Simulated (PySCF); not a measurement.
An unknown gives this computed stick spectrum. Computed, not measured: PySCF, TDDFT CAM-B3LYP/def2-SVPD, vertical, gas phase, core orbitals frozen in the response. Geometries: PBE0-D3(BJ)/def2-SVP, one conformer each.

```json
{"state": "S1", "λ (nm)": "278.7", "f": "0.0002"}
{"state": "S2", "λ (nm)": "208.9", "f": "0.0031"}
{"state": "S3", "λ (nm)": "200.8", "f": "0.117"}
{"state": "S4", "λ (nm)": "177.4", "f": "0.113"}
{"state": "S5", "λ (nm)": "171.5", "f": "0.0016"}
{"state": "S6", "λ (nm)": "163.4", "f": "0.0009"}
{"state": "S7", "λ (nm)": "157.0", "f": "0.0022"}
{"state": "S8", "λ (nm)": "154.1", "f": "0.0016"}
{"state": "S9", "λ (nm)": "152.1", "f": "0.032"}
{"state": "S10", "λ (nm)": "148.6", "f": "0.119"}
```

Triplets computed (Tamm–Dancoff): 3.94, 4.90, 5.29, 5.48 eV.

Question: Which structure fits?
A. `C[C@@H]1OC(=O)[C@@H](C)OC1=O`
B. `O(C(=O)C(=O)OC1CC1)C`
C. `CCC1=CCc2ccccc21`

Answer: B. Its S1, at 4.45 eV, is the lowest among the candidates; the nearest of the others has S1 at 5.00 eV. S1 is HOMO→LUMO (79%), HOMO-1→LUMO (18%). Löwdin shares by element: HOMO oxygen 68% or more, carbon 6% or more (atoms not listed hold the other 26%); LUMO carbon 43% or more, oxygen 37% or more (atoms not listed hold the other 21%). At the same level the other candidates give, for their lowest levels:
- `C[C@@H]1OC(=O)[C@@H](C)OC1=O`: 221 nm (f 0.001); 220 nm (f 0.002); 170 nm (f 0.055); 169 nm (f 0.010); 158 nm (f 0.036); T1 5.09 eV; HOMO -9.84, LUMO 0.29 eV
- `CCC1=CCc2ccccc21`: 248 nm (f 0.010); 243 nm (f 0.186); 203 nm (f 0.135); 198 nm (f 0.022); 192 nm (f 0.408); T1 3.32 eV; HOMO -7.37, LUMO 0.41 eV

Conformer computed: `[CH3:1][O:2][C:3](=[O:4])[C:5](=[O:6])[O:7][CH:8]1[CH2:9][CH2:10]1`: C1–O2–C3–O4 0°, O2–C3–C5–O6 -2°, C3–C5–O7–C8 179°, C5–O7–C8–C9 -130°.
